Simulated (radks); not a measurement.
Results of a calculation; reference values are marked as such.
All-electron atom: Gd in [Xe] 4f7 5d1 6s1 6f1 (not the ground configuration). Code: a radial shooting solver on a logarithmic mesh with Libxc functionals. Model: scalar-relativistic Kohn-Sham, PBE, spin-unpolarised, spherical densities, point nucleus.

Unscreened Slater integrals over Kohn-Sham orbitals (hartree).

F0(6f,6f): 0.031770
F2(6f,6f): 0.016316
F4(6f,6f): 0.011531
F6(6f,6f): 0.0089919
F0(6f,5d): 0.046649
F2(6f,5d): 0.0029073
F4(6f,5d): 0.00086960
G1(6f,5d): 0.00091885
G3(6f,5d): 0.00053891
G5(6f,5d): 0.00037216
F0(6f,6s): 0.046526
G3(6f,6s): 0.0014628
F0(6f,4f): 0.046766
F2(6f,4f): 0.00045109
F4(6f,4f): 6.9880e-05
F6(6f,4f): 3.6040e-05
G0(6f,4f): 7.1089e-05
G2(6f,4f): 5.8200e-05
G4(6f,4f): 3.9439e-05
G6(6f,4f): 2.9025e-05
F0(5d,5d): 0.35515
F2(5d,5d): 0.17874
F4(5d,5d): 0.11583
F0(5d,6s): 0.27879
G2(5d,6s): 0.089622
F0(5d,4f): 0.46445
F2(5d,4f): 0.10954
F4(5d,4f): 0.052947
G1(5d,4f): 0.054938
G3(5d,4f): 0.042446
G5(5d,4f): 0.031832
F0(6s,6s): 0.24521
F0(6s,4f): 0.31919
G3(6s,4f): 0.011737
F0(4f,4f): 1.0832
F2(4f,4f): 0.50662
F4(4f,4f): 0.31628
F6(4f,4f): 0.22710

Derived for the open shells (J is the average intra-shell exchange parameter used in DFT+U). 4f: F4/F2 = 0.624, F6/F2 = 0.448, J = (286 F2 + 195 F4 + 250 F6)/6435 = 0.04092 hartree. 5d: Racah B = F2/49 - 5 F4/441 = 0.002335 hartree, C = 35 F4/441 = 0.009193 hartree, C/B = 3.94, F4/F2 = 0.648, J = (F2 + F4)/14 = 0.02104 hartree. 6f: F4/F2 = 0.707, F6/F2 = 0.551, J = (286 F2 + 195 F4 + 250 F6)/6435 = 0.001424 hartree.
